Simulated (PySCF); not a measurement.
# B3LYP on Pt(2+) (platinum, charge +2)

Configuration: [Xe] 4f14 5d7 6s1, high-spin 5F determinant (an excited configuration). All numbers are calculated (PySCF 2.14, the spin-free X2C one-electron Hamiltonian (Gaussian nucleus), in x2c-TZVPPall with one added diffuse shell each of s, p, d, f type (12s8p8d4f1g, 113 functions)).

| Item | Value |
| --- | --- |
| Total energy | -18414.94 hartree |
| One-electron energy | -25177.05 hartree |
| Hartree (Coulomb) energy | 7122.97 hartree |
| Exchange-correlation energy | -360.85 hartree |
| ⟨S²⟩ | 6.0011 |
| ⟨L²⟩ | 12.008 |
| Sum of ⟨r⟩ | 40.74 bohr |
| Sum of ⟨r²⟩ | 45.49 bohr² |
| Langevin diamagnetic susceptibility | -36.0 ×10⁻⁶ cm³/mol |

```csv
shell,electrons,mean orbital energy (eV),spread (eV),"rms radius, mean of both spins (bohr)"
1s α,1,-78302.0,0,0.0194
1s β,1,-78301.9,0,0.0194
2s α,1,-13807.1,0,0.0782
2s β,1,-13806.9,0,0.0782
2p α,3,-12021.4,0,0.0716
2p β,3,-12021.2,0,0.0716
3s α,1,-3277.4,0,0.200
3s β,1,-3277.3,0,0.200
3p α,3,-2752.9,0,0.202
3p β,3,-2752.8,0,0.202
3d α,5,-2159.7,0.114,0.184
3d β,5,-2159.5,0.080,0.184
4s α,1,-731.20,0,0.441
4s β,1,-730.86,0,0.441
4p α,3,-557.50,0,0.470
4p β,3,-557.19,0,0.470
4d α,5,-339.74,0.295,0.503
4d β,5,-339.34,0.060,0.503
5s α,1,-131.16,0,1.01
5s β,1,-128.97,0,1.01
4f α,7,-99.997,0.399,0.569
4f β,7,-99.556,0.052,0.569
5p α,3,-84.808,0,1.16
5p β,3,-82.019,0,1.16
5d α,5,-31.101,0.849,1.64
5d β,2,-29.076,0,1.64
6s α,1,-24.895,0,2.65
```

Spin-orbit coupling, absent here, splits the open shell strongly.

Densities and radii are taken from the X2C orbitals without a picture-change correction, which distorts them close to the nucleus.
